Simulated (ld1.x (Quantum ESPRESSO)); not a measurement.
**silicon (Si): one change to an ultrasoft potential, before and after**

silicon (Si), ultrasoft, made with ld1.x (Quantum ESPRESSO) 7.5 (LDA (PZ), scalar-relativistic). Core [Ne], reference 3s2 3p0 (charge +2). Waves: 3s (bound): rcut 1.50, rcutus 1.70 bohr; 3s channel at 2.35 Ry: rcut 1.50, rcutus 1.70 bohr; 3p (bound, empty): rcut 1.25, rcutus 1.60 bohr; 3p channel at 0.05 Ry: rcut 1.25, rcutus 1.60 bohr. Local part: all-electron potential smoothed inside 1.55 bohr (lloc = -1). Core correction: Bessel-smoothed model core inside 1.50 bohr. Augmentation charge: PSQ, inside the norm-conserving radii.

All-electron outer shells of the reference configuration (LDA (PZ), scalar-relativistic, ld1.x):

```
shell  level (eV)  outermost node (bohr)  outermost maximum (bohr)
   3s      -28.66                   0.72                      1.69
   3p      -20.66                   0.71                      1.89
```

Change: waves 3p (bound): rcut 1.25, rcutus 2.28 bohr; 3p channel at 0.05 Ry: rcut 1.25, rcutus 2.28 bohr.

Cutoffs: the cutoffs (Ry, on a coarse ladder) from which the occupation-weighted sum of valence levels, in a spherical-Bessel basis at the reference potential, stays within 10 and 1 mRy of its value at 400 Ry; they do not see the model core or the augmentation charge, which bear on the density cutoff. Errors are all-electron minus pseudo energies relative to the spin-unpolarised reference configuration.

**Question.** How do hardness, ghosts and transferability respond?

**Answer.** The potential gets neither clearly harder nor softer (10 Ry and 15 Ry → 10 Ry and 15 Ry); of the 9 tests that both files solve, the error grows in 6 and shrinks in 0 by more than 15 % and 0.3 meV (median size 3.1 → 4.1 meV); neither file shows a bound ghost. More of the atom is replaced by a form fitted at one configuration, so other configurations suffer.

```csv
quantity,base,changed
"cutoff, loose",10 Ry,10 Ry
"cutoff, tight",15 Ry,15 Ry
bound ghosts,none,none
"error for 3s2 3p2, meV [ΔE -23.94 eV]",+1.7,+3.7
"error for 3s2 3p1, meV [ΔE -16.11 eV]",+0.6,+1.6
"error for 3s1 3p0, meV [ΔE 34.14 eV]",-7.1,-7.1
"error for 3s2 3p2.3, meV [ΔE -24.90 eV]",+2.0,+4.0
"error for 3s1 3p2, meV [ΔE -8.70 eV]",+3.1,+4.1
"error for 3s1 3p3, meV [ΔE -17.14 eV]",+4.7,+6.7
"error for 3s2 3p1.5, meV [ΔE -20.98 eV]",+1.1,+2.7
"error for 3s2 3p2 (spin-polarised), meV [ΔE -24.55 eV]",+9.9,+9.9
"error for 3s2 3p1 (spin-polarised), meV [ΔE -16.32 eV]",+4.0,+4.2
lowest overlap eigenvalue by channel,"s 0.52, p 0.74","s 0.52, p 0.72"
```
